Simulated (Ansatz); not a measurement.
C6H16O4Ti can be A, `CC[O][Ti]([OH])([O]CC)[O]CC`, or B, `CC(C)[O][Ti]([OH])([OH])[O]C(C)C`.

Isolated molecules relaxed with PBE0-D4/def2-TZVP in Ansatz; ΔE leaves out vibrations. CBS: MP2 limit from def2 TZ/QZ plus the TZ coupled-cluster correction, frozen cores. DFT in def2-TZVPP. For Ti outer-core shells are correlated without core-valence functions, which leaves a few kJ/mol of doubt a bond. Scalar relativity is left out up to krypton. Each species was taken in one conformer, which may not be the lowest.

A:

Z-matrix (Å, degrees):
```
C
Ti 1 3.029
C 1 1.513 2 123.3
O 1 1.398 2 20.6 3 57.7
H 1 1.098 2 89.4 3 -114.0
H 1 1.098 2 113.7 3 137.4
O 2 1.817 1 94.5 3 98.1
O 2 1.783 1 108.9 3 -150.4
O 2 1.784 1 121.7 3 -20.1
H 3 1.092 1 110.5 2 77.3
H 3 1.093 1 110.4 2 -162.6
H 3 1.092 1 110.6 2 -42.6
H 7 0.958 2 128.4 1 -109.2
C 8 1.394 2 150.4 1 35.1
C 9 1.395 2 150.4 1 -121.0
C 14 1.513 8 112.3 2 -25.8
H 14 1.097 8 108.3 2 -147.6
H 14 1.098 8 108.8 2 96.4
C 15 1.513 9 112.3 2 6.2
H 15 1.097 9 108.4 2 128.2
H 15 1.097 9 108.7 2 -115.7
H 16 1.092 14 110.8 8 59.5
H 16 1.093 14 110.3 8 179.7
H 16 1.092 14 110.6 8 -60.4
H 19 1.092 15 110.7 9 -59.2
H 19 1.093 15 110.3 9 -179.4
H 19 1.093 15 110.6 9 60.8
```

B:

Z-matrix (Å, degrees):
```
Ti
O 1 1.779
O 1 1.816 2 109.8
O 1 1.779 2 109.9 3 -119.2
O 1 1.814 2 109.0 3 121.3
C 1 3.053 2 114.4 3 -134.3
C 2 1.403 1 150.3 3 80.0
H 3 0.957 1 127.8 2 -123.0
H 5 0.958 1 127.8 2 1.7
C 6 1.516 1 100.6 2 -46.5
C 6 1.516 1 100.1 2 -161.7
H 6 1.098 1 125.4 2 76.0
C 7 1.516 2 110.0 1 62.8
C 7 1.516 2 109.9 1 -61.5
H 7 1.099 2 106.7 1 -179.2
H 10 1.091 6 110.6 1 73.2
H 10 1.092 6 110.7 1 -166.5
H 10 1.093 6 110.0 1 -46.8
H 11 1.093 6 110.7 1 165.8
H 11 1.093 6 110.0 1 45.7
H 11 1.092 6 110.6 1 -74.1
H 13 1.093 7 110.1 2 -62.7
H 13 1.093 7 110.7 2 177.3
H 13 1.092 7 110.6 2 57.1
H 14 1.094 7 110.2 2 64.8
H 14 1.091 7 110.5 2 -54.9
H 14 1.093 7 110.7 2 -175.3
```

(1) Which is lower in electronic energy at CCSD(T)/CBS, and by how much? (Best estimate.)

(2) Give E(B) − E(A) in kcal/mol with r2SCAN-D4, BLYP-D4, CCSD(T)/def2-TZVPP, PBE-D4, HF/def2-TZVPP, CCSD(T)/def2-SVP, PBE0-D4. (An estimate is asked.)

Largest T1 diagnostic: 0.020.

Answers

(1) Ansatz gave: B, by 16.2 kcal/mol.

(2) The calculation gave: r2SCAN-D4 -14.9, BLYP-D4 -12.6, CCSD(T)/def2-TZVPP -15.8, PBE-D4 -13.8, HF/def2-TZVPP -11.7, CCSD(T)/def2-SVP -12.2, PBE0-D4 -14.6. None reverses the order clearly.

In def2-TZVPP, CCSD(T) changes the Hartree–Fock value by −4.2 kcal/mol (the triples alone add −0.3 kcal/mol) and MP2 by −5.8 kcal/mol. From BLYP to BHLYP (50 % exact exchange), in def2-TZVPP and without D4, E(B) − E(A) moves by −2.3 kcal/mol.
